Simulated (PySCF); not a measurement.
## The third ionisation energy along the 4p block

All values are computed (PySCF 2.14, energy differences of UHF-based or UKS calculations, no spin-orbit coupling). Values in eV. The last column holds reference values (NIST; (s) semi-empirical, (t) theoretical, else measured). Unmarked ones compare directly (S terms, centres of terms, or small fine structure); those marked * lie between the lowest fine-structure levels and include a spin-orbit shift.

| element | configurations | MP2 (valence and next inner shell) | CCSD (valence and next inner shell) | PBE | r2SCAN | MP2 (valence) | SCS-MP2 (valence) | reference |
| --- | --- | --- | --- | --- | --- | --- | --- | --- |
| Ga (def2-TZVPPD, non-relativistic) | [Ar] 3d10 4s1 → [Ar] 3d10 | 29.697 | 29.646 | 31.029 | 30.768 | n/a | n/a | 30.726 |
| Ge (def2-TZVPPD, non-relativistic) | [Ar] 3d10 4s2 → [Ar] 3d10 4s1 | 32.916 | 33.096 | 33.863 | 33.490 | 32.502 | 32.660 | 34.058 |
| As (def2-TZVPPD, non-relativistic) | [Ar] 3d10 4s2 4p1 → [Ar] 3d10 4s2 | 27.808 | 27.849 | 28.054 | 28.263 | 27.681 | 27.672 | 28.349 ± 0.012 * |
| Se (def2-TZVPPD, non-relativistic) | [Ar] 3d10 4s2 4p2 → [Ar] 3d10 4s2 4p1 | 31.423 | 31.422 | 31.534 | 31.787 | 31.341 | 31.265 | 31.697 ± 0.019 * |
| Br (def2-TZVPPD, non-relativistic) | [Ar] 3d10 4s2 4p3 → [Ar] 3d10 4s2 4p2 | 35.181 | 35.106 | 35.076 | 35.398 | 35.112 | 34.957 | 34.871 ± 0.019 * |
| Kr (def2-TZVPPD, non-relativistic) | [Ar] 3d10 4s2 4p4 → [Ar] 3d10 4s2 4p3 | 35.049 | 35.139 | 35.486 | 35.587 | 34.988 | 35.060 | 35.838 ± 0.02 * |

"Valence" correlates the outer s and p shells and, in groups 3 to 12 and the f block, the outer d or f shell, open or full, or the next shell where the ion has no valence electron left; the wider scheme adds the next inner shell.
